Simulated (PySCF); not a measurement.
**How methods differ on the ionisation energy of Mo⁴⁰⁺**

Mo⁴⁰⁺ 1s2 (1S) → Mo⁴¹⁺ 1s1 (2S), as a difference of total energies. Calculation: PySCF 2.14, in an uncontracted even-tempered set (17 s from 69 bohr⁻², ratio 2.2; 7 p from 100 bohr⁻², ratio 2.4; 4 d from 310 bohr⁻², ratio 2.4; 3 f from 470 bohr⁻², ratio 2.4; 3 g from 700 bohr⁻², ratio 2.4); the spin-free X2C one-electron Hamiltonian (Gaussian nucleus). Correlated levels: nothing frozen; virtual orbitals above 40 to 60 times the deepest correlated orbital energy dropped. The calculations carry no spin-orbit coupling.

```tsv
method	ionisation energy (eV)
UHF	23841.0
PBE0	23838.5
r2SCAN	23843.6
TPSSh	23843.4
revPBE	23842.8
MP2 (all electrons)	23842.4
SCS-MP2 (all electrons)	23842.7
```

Estimate what PBE gives.

23837.4 eV, closest to PBE0 among the rows shown.

Estimate what LDA gives.

23795.6 eV, closest to PBE0 among the rows shown.

For this ion Breit and QED terms and the two-electron picture change, all absent here, outweigh the differences among the correlated methods.

For comparison: 23810.7 eV (theoretical estimate listed by NIST; NIST Atomic Spectra Database, ionization energies).
